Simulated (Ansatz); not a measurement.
F₄S, charge -1, doublet, geometry from GFN2-xTB (a state made from the parent by changing its charge; the spin is typed, not shown lowest) (a gas-phase anion, which may not be bound at this level), with bond 5-2 at 3.0 times its length; PBE/STO-3G (Ansatz, an electronic-structure program).

The Ansatz input:
Ansatz 0.2 input:
```yaml
crystal:
  periodic: [false, false, false]
  atoms:
    - {symbol: F, position_ang: [-0.92222279, 1.50014927, 0.29508585]}
    - {symbol: S, position_ang: [-0.00000000, 0.00000000, 0.00000000]}
    - {symbol: F, position_ang: [-1.04730232, -0.36878659, -1.39827489]}
    - {symbol: F, position_ang: [1.04730232, 0.36878659, 1.39827489]}
    - {symbol: F, position_ang: [2.76666837, -4.50044781, -0.88525755]}
basis:
  gaussian:
    orbitals: STO-3G
hamiltonian:
  xc: pbe
total_charge: -1
magnetization: {spin_polarized: true, initial_magnetization: 1}
scf: {lower_state_search: off}
```

It wrote (shortened):

```
Functional definition: PBE
these checks for a lower state are left out or cut short: stability, starts, cluster_reference, orbital_swaps, neighbouring_geometries, increment
376 factors; integrals over basis functions are off by at most 8.6e-6 eV
mean field evaluation 1: about -21390.1757 eV, gradient 1.6e1 eV
mean field evaluation 2: about -21099.9086 eV, gradient 1.3e0 eV
mean field evaluation 4: about -21382.3679 eV, gradient 3.1e1 eV
mean field evaluation 8: about -21397.4549 eV, gradient 3.6e0 eV
mean field evaluation 16: about -21399.1186 eV, gradient 3.0e-6 eV
mean field -21399.11860194 eV, -786.4031037779 hartree, gradient 2.8e-6 eV, S^2 0.750034; 0 other end points of the search recorded, 0 dependent functions left out
reference -21399.11861163 eV, -786.4031041339 hartree; 27, 26 occupied and 2, 3 virtual orbitals, 376 factors
Total energy: -21399.11861163 eV, -786.4031041339 hartree
Checks for a lower state left out: stability, starts, cluster_reference, orbital_swaps, neighbouring_geometries, increment
```
